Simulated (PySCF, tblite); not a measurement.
Isomers of C5H5NO2, one GFN2-xTB conformer each. Single-point energies are computed at PBE0/pcSseg-1 (PySCF, gas phase, no added dispersion term), electronic only.

Question: Rank them by PBE0/pcSseg-1 energy, lowest first (kJ/mol).
A. `[O-:1][n+:2]1[cH:3][cH:4][c:5]([OH:6])[cH:7][cH:8]1` with C4–C5–O6–H 180°
B. `[NH2:1][C:2](=[O:3])[C:4]#[C:5][CH2:6][CH:7]=[O:8]` with H–N1–C2–O3 0° and 180°, C5–C6–C7–O8 0°
C. `[CH2:1]=[CH:2][c:3]1[n:4][cH:5][c:6]([OH:7])[o:8]1` with C1–C2–C3–N4 180°, C5–C6–O7–H 180°

Answer: C (0.0), B (69.9), A (76.1).

As drawn, the highest has an N–O linkage, which the lowest lacks. Neighbours under 10 kJ/mol apart (NC(=O)C#CCC=O and [O-][n+]1ccc(O)cc1) can change places with a better method, another conformer or zero-point energy. GFN2-xTB itself gives, in the same order: 0.0, 174.6, 89.1. Both levels put the same isomer lowest; measured from each level's own lowest isomer, the values differ by up to 104.7 kJ/mol (NC(=O)C#CCC=O: 174.6 against 69.9).

Which frontier levels, dipoles and rotational constants go with these structures?

```json
{"SMILES": "C=Cc1ncc(O)o1", "HOMO (eV, PBE0/pcSseg-1)": "-6.18", "LUMO (eV)": "-1.10", "dipole (D)": "2.73", "A, B, C (MHz)": "5108, 1558, 1194"}
{"SMILES": "NC(=O)C#CCC=O", "HOMO (eV, PBE0/pcSseg-1)": "-7.63", "LUMO (eV)": "-1.14", "dipole (D)": "3.40", "A, B, C (MHz)": "5163, 937.7, 797.5"}
{"SMILES": "[O-][n+]1ccc(O)cc1", "HOMO (eV, PBE0/pcSseg-1)": "-5.89", "LUMO (eV)": "-0.99", "dipole (D)": "4.62", "A, B, C (MHz)": "5953, 1565, 1239"}
```

What happens when harmonic zero-point energies from GFN2-xTB frequencies are added?

| SMILES | ZPE (kJ/mol) | electronic (kJ/mol) | with ZPE (kJ/mol) |
| --- | --- | --- | --- |
| C=Cc1ncc(O)o1 | 242.7 | 0.0 | 0.0 |
| NC(=O)C#CCC=O | 234.4 | 69.9 | 61.6 |
| [O-][n+]1ccc(O)cc1 | 246.5 | 76.1 | 79.9 |

The zero-point energies span 12.1 kJ/mol. The order is unchanged.
